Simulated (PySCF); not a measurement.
## Sc (scandium, neutral) across methods

[Ar] 3d1 4s1 4p1, one real determinant (an excited configuration). Computed with PySCF 2.14 in x2c-TZVPPall, with scalar relativity by spin-free X2C-1e.

```json
{"method": "B97-3", "E (hartree)": "-764.010", "mean ε 3d α (eV)": "-6.237", "mean ε 4s α (eV)": "-5.762", "mean ε 4p α (eV)": "-2.899", "Σ⟨r²⟩ (bohr²)": "54.98", "⟨S²⟩": "3.750"}
{"method": "r2SCAN", "E (hartree)": "-764.067", "mean ε 3d α (eV)": "-5.136", "mean ε 4s α (eV)": "-5.296", "mean ε 4p α (eV)": "-2.418", "Σ⟨r²⟩ (bohr²)": "54.46", "⟨S²⟩": "3.751"}
{"method": "PW91", "E (hartree)": "-764.126", "mean ε 3d α (eV)": "-4.875", "mean ε 4s α (eV)": "-5.150", "mean ε 4p α (eV)": "-2.357", "Σ⟨r²⟩ (bohr²)": "54.28", "⟨S²⟩": "3.750"}
{"method": "LDA", "E (hartree)": "-762.118", "mean ε 3d α (eV)": "-4.765", "mean ε 4s α (eV)": "-5.246", "mean ε 4p α (eV)": "-2.320", "Σ⟨r²⟩ (bohr²)": "54.24", "⟨S²⟩": "3.750"}
{"method": "UHF", "E (hartree)": "-763.24006", "mean ε 3d α (eV)": "-10.210", "mean ε 4s α (eV)": "-7.750", "mean ε 4p α (eV)": "-4.599", "Σ⟨r²⟩ (bohr²)": "56.00", "⟨S²⟩": "3.751"}
{"method": "PBE", "E (hartree)": "-763.884", "mean ε 3d α (eV)": "-4.809", "mean ε 4s α (eV)": "-5.108", "mean ε 4p α (eV)": "-2.342", "Σ⟨r²⟩ (bohr²)": "54.45", "⟨S²⟩": "3.750"}
{"method": "TPSS", "E (hartree)": "-764.129", "mean ε 3d α (eV)": "-4.935", "mean ε 4s α (eV)": "-5.077", "mean ε 4p α (eV)": "-2.354", "Σ⟨r²⟩ (bohr²)": "54.51", "⟨S²⟩": "3.750"}
{"method": "PBE0", "E (hartree)": "-763.923", "mean ε 3d α (eV)": "-6.249", "mean ε 4s α (eV)": "-5.851", "mean ε 4p α (eV)": "-2.962", "Σ⟨r²⟩ (bohr²)": "54.51", "⟨S²⟩": "3.750"}
{"method": "M06-2X", "E (hartree)": "-764.109", "mean ε 3d α (eV)": "-7.468", "mean ε 4s α (eV)": "-6.631", "mean ε 4p α (eV)": "-3.279", "Σ⟨r²⟩ (bohr²)": "53.61", "⟨S²⟩": "3.750"}
```

⟨L²⟩ = 8.08 against 12 for a pure F term, so this real determinant mixes terms.
